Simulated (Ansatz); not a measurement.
Correlation energies of F$_{2}$GaI (`[F][Ga]([F])[I]`) by basis set

Z-matrix (Å, degrees):
```
Ga
F 1 1.734
I 1 2.432 2 122.6
F 1 1.734 2 114.8 3 180.0
```

Total charge 0; spin multiplicity 1. Correlated methods include outer-core shells of Ga, I, which these sets cover unevenly. Scalar relativity is left out up to krypton. I: def2 effective core potential. Geometry: relaxed with PBE0-D4/def2-TZVP. Frozen core, restricted reference, Ansatz 0.2.0.

```csv
basis,HF (Eh),MP2 corr.
def2-SVP,-2418.51053,-0.69500
def2-TZVPP,-2419.02612,-1.20969
def2-QZVPP,-2419.07764,-1.67505
```

(1) Estimate the CCSD correlation energy and the (T) correction in each basis where they were run (hartree).

Results:

(1) 
```tsv
basis	CCSD corr.	(T)
def2-SVP	-0.69177	-0.01544
def2-TZVPP	-1.17038	-0.03366
```
